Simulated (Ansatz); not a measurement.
Relaxation of Ga2Te3 with UKS r2SCAN-D4/def2-SVP.

```sh
$ ansatz run in.yaml --threads 4 --pin off --events-out ev --progress --plain --max-ram 4787MiB
```

```yaml
crystal:
  periodic: [false, false, false]
  atoms:
    - {symbol: Ga, position_ang: [-0.591146, -0.732525, -0.008981]}
    - {symbol: Ga, position_ang: [0.075456, 2.233209, 0.036850]}
    - {symbol: Te, position_ang: [-2.377706, 0.934059, 0.028382]}
    - {symbol: Te, position_ang: [0.993079, -2.634637, -0.049092]}
    - {symbol: Te, position_ang: [1.900318, 0.199883, -0.007160]}
basis:
  gaussian: {orbitals: def2-SVP}
magnetization: {spin_polarized: true, initial_magnetization: 2}
hamiltonian: {xc: r2scan, dispersion: d4}
scf: {lower_state_search: "off"}
output: {orbitals: {seedname: orbitals}}
relax: {f_tol: 0.02, max_steps: 100}
```

It took 55 s on 4 threads of AMD EPYC 7B13 on a shared host.

Positions (Å) and forces (eV/Å) at steps 1, 2, 3, 4, 5, 6, 7, 8, 9, 10, 11 of 11:

```xyz
5
step=1 energy=-126633.7028 eV
Ga   -0.591   -0.733   -0.009   -0.075    0.222    0.004
Ga    0.075    2.233    0.037   -0.150    1.032    0.019
Te   -2.378    0.934    0.028   -0.140   -0.345   -0.005
Te    0.993   -2.635   -0.049   -0.365   -1.826   -0.028
Te    1.900    0.200   -0.007    0.730    0.918    0.011
5
step=2 energy=-126634.0367 eV
Ga   -0.551   -0.733   -0.009    0.770   -0.097   -0.006
Ga    0.053    2.346    0.039   -0.178    0.343    0.008
Te   -2.377    0.896    0.028    0.036   -0.101   -0.002
Te    0.920   -2.816   -0.052   -0.404   -0.088    0.001
Te    1.955    0.307   -0.006   -0.223   -0.057   -0.001
5
step=3 energy=-126634.1298 eV
Ga   -0.480   -0.731   -0.010    0.567   -0.011   -0.005
Ga    0.023    2.418    0.041   -0.159    0.023    0.004
Te   -2.339    0.859    0.027   -0.021    0.062    0.000
Te    0.855   -2.886   -0.052   -0.225   -0.054    0.002
Te    1.941    0.341   -0.006   -0.162   -0.020   -0.002
5
step=4 energy=-126634.2298 eV
Ga   -0.333   -0.709   -0.012    0.403   -0.189   -0.046
Ga   -0.046    2.481    0.047    0.073   -0.755    0.130
Te   -2.291    0.812    0.024    0.015    0.239   -0.068
Te    0.715   -3.023   -0.050   -0.337    0.057    0.095
Te    1.956    0.438   -0.009   -0.153    0.648   -0.111
5
step=5 energy=-126634.4784 eV
Ga   -0.189   -0.696   -0.024    0.077   -0.463   -0.006
Ga   -0.098    2.467    0.084    0.242   -1.026   -0.055
Te   -2.241    0.778    0.005    0.112    0.171    0.020
Te    0.559   -3.138   -0.027   -0.425    0.310    0.008
Te    1.969    0.589   -0.038   -0.006    1.007    0.033
5
step=6 energy=-126634.6942 eV
Ga   -0.060   -0.697   -0.029   -0.152   -0.329    0.004
Ga   -0.126    2.381    0.085    0.125   -0.293   -0.029
Te   -2.188    0.744    0.006    0.077   -0.179    0.011
Te    0.387   -3.211   -0.021   -0.222    0.457   -0.003
Te    1.988    0.783   -0.042    0.172    0.344    0.018
5
step=7 energy=-126634.5596 eV rejected
Ga   -0.147   -0.724   -0.014    0.262    1.511    0.063
Ga   -0.054    2.214    0.008   -0.586    0.681    0.003
Te   -2.200    0.711    0.045   -0.280   -0.044   -0.012
Te    0.374   -3.033   -0.065    0.243   -1.447   -0.039
Te    2.027    0.832    0.026    0.360   -0.701   -0.015
5
step=8 energy=-126634.7473 eV
Ga   -0.032   -0.677   -0.018    0.076   -0.036    0.008
Ga   -0.127    2.318    0.045    0.025   -0.028   -0.002
Te   -2.191    0.684    0.027    0.051   -0.086   -0.004
Te    0.308   -3.162   -0.043   -0.092    0.124   -0.002
Te    2.041    0.837   -0.011   -0.061    0.025   -0.001
5
step=9 energy=-126634.7529 eV
Ga    0.033   -0.669    0.045    0.059    0.001   -0.111
Ga   -0.142    2.315    0.039   -0.059   -0.025   -0.018
Te   -2.160    0.617    0.008   -0.035    0.066    0.049
Te    0.212   -3.152   -0.069    0.001   -0.031    0.033
Te    2.056    0.889   -0.023    0.034   -0.012    0.048
5
step=10 energy=-126634.7581 eV
Ga    0.043   -0.664   -0.008    0.002   -0.022   -0.005
Ga   -0.149    2.307    0.035   -0.004    0.015    0.000
Te   -2.163    0.618    0.028    0.002    0.003    0.002
Te    0.205   -3.154   -0.051   -0.001    0.004    0.002
Te    2.064    0.893   -0.005    0.000    0.000    0.002
5
step=11 energy=-126634.7581 eV
Ga    0.043   -0.667   -0.010    0.001   -0.003    0.000
Ga   -0.150    2.310    0.036    0.000    0.002    0.000
Te   -2.161    0.619    0.028   -0.001    0.001    0.000
Te    0.205   -3.156   -0.050    0.000   -0.001    0.000
Te    2.063    0.894   -0.004    0.001    0.001    0.000
```

In the def2 sets Te takes a core potential; there is no spin–orbit coupling. At r2SCAN-D4/def2-SVP a singlet of charge 0 lies 0.22 eV below the triplet, each at its own geometry. The structure comes from a short search, and lower isomers may exist.
